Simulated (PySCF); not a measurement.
PySCF job for Al(Cl) cation (AlCl), SMILES [Al][Cl] (connectivity only; charge and spin as stated), charge +1, multiplicity 2, B3LYP-D3(BJ)/def2-TZVPD. Coordinates come from a B3LYP-D3(BJ)/def2-TZVPD optimisation. The multiplicity is an assumed one; other spin states were not compared.

```python
import numpy as np
from pyscf import gto, scf, dft, df
from pyscf.hessian import thermo

mol = gto.M(
    atom='''
    Al    0.00000000    0.00000000   -1.15400832
    Cl    0.00000000    0.00000000    0.88247695
    ''',
    basis='def2-TZVPD',
    charge=1,
    spin=1,
    max_memory=1600,
    verbose=3,
)
mf = dft.UKS(mol, xc='b3lyp').density_fit(auxbasis='def2-universal-jkfit')
mf.disp = 'd3bj'
mf.grids.level = 3
mf.conv_tol = 1e-11
mf.max_cycle = 100
mf.kernel()
fine, coarse = mf.grids, dft.Grids(mol).set(level=1).build(with_non0tab=True)
for _ in range(3):  # follow internal instabilities
    mf.grids = coarse
    mo, _, stable, _ = mf.stability(return_status=True, nroots=4)
    mf.grids = fine
    if stable:
        break
    mf.kernel(mf.make_rdm1(mo, mf.mo_occ))

# [left out here: the lines that compute and print the analytic Hessian (its translational invariance restored by hand, since the grid's response is missing), thermochemistry and intensities]
```

It prints:

```

WARN: HOMO -0.232023661809443 >= LUMO -0.232023661809446

converged SCF energy = -702.405231161188  <S^2> = 0.75210124  2S+1 = 2.0021001
<class 'pyscf.df.df_jk.DFUKS'> wavefunction is stable in the internal stability analysis

WARN: DFTD3 does not support analytical Hessian, using finite difference


WARN: Mole.unit (angstrom) is changed to Bohr

Mode                                 0
Irrep
Freq [cm^-1]                      574.3224
Reduced mass [au]                  30.0878
Force const [Dyne/A]                5.8473
Char temp [K]                     826.3221
Normal mode                   x     y     z
       0  Al                 0.00  0.00 -0.15
       1  Cl                 0.00  0.00  0.11
temperature 298.1500 [K]
pressure 101325.00 [Pa]
Rotational constants [GHz] inf 7.95382 7.95382
Symmetry number 1
Zero-point energy (ZPE) 0.00131 [Eh]   3435.211 [J/mol]
                           tot       elec      trans        rot        vib
Entropy [J/mol/K]       231.837      5.763    160.305     63.694      2.075
Cv [J/mol/K]             25.333      0.000     12.472      8.314      4.547
Cp [J/mol/K]             33.648      0.000     20.786      8.314      4.547
Internal energy [J/mol]                      3718.434   2478.956   3893.772
Internal energy [Eh]   -702.40139  -702.40523
Enthalpy [J/mol]                             6197.391   2478.956   3893.772
Enthalpy [Eh]          -702.40044
Gibbs free energy [J/mol]                  -41597.446 -16511.475   3275.042
Gibbs free energy [Eh] -702.42677
mode   freq/cm-1   IR/(km/mol)
   1      574.32        61.042
max |gradient| / (hartree/bohr): 1.264219687107589e-05
APT charges: [ 1.1417 -0.1417]
```

The calculation finished and met its thresholds.

Cost: roughly 40 core-seconds.
